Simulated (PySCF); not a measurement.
C₄H₅FSi.

```xyz
11

C     -0.4699     3.1650     0.0000
C     -0.1943     1.9845     0.0000
C      0.1268     0.5958     0.0000
F      1.4440     0.3512     0.0000
C     -0.7406    -0.4249     0.0000
Si    -0.1897    -2.2155     0.0000
H     -0.7156     4.2116     0.0000
H     -1.8006    -0.1586     0.0000
H      0.6261    -2.5211    -1.2130
H      0.6261    -2.5211     1.2130
H     -1.4079    -3.0777     0.0000
```
Charge 0, spin multiplicity 1.

Geometry: PBE0-D3(BJ)/def2-SVP. The structure was generated by enumeration; whether it is a known compound was not checked.

The numbers are results of PySCF with PBE/pcSseg-1, not measurements. Non-relativistic, no solvent.

Computed absolute GIAO shielding of each atom: isotropic value and principal components (ppm):
```
atom  σ(iso)    σ11    σ22    σ33   span
----  ------  -----  -----  -----  -----
C1      94.6   35.0   42.5  206.2  171.2
C2      99.7    2.6    7.1  289.6  287.0
C3      21.6  -81.1   71.7   74.3  155.4
F4     223.6  112.1  234.0  324.6  212.5
C5      72.3  -38.9   98.8  156.9  195.9
Si6    423.7  403.8  412.8  454.5   50.7
H7      28.2   24.5   24.6   35.4   10.9
H8      25.8   24.1   24.1   29.1    5.0
H9      26.8   23.5   25.4   31.4    7.9
H10     26.8   23.5   25.4   31.4    7.9
H11     27.3   24.2   25.6   32.0    7.8
```
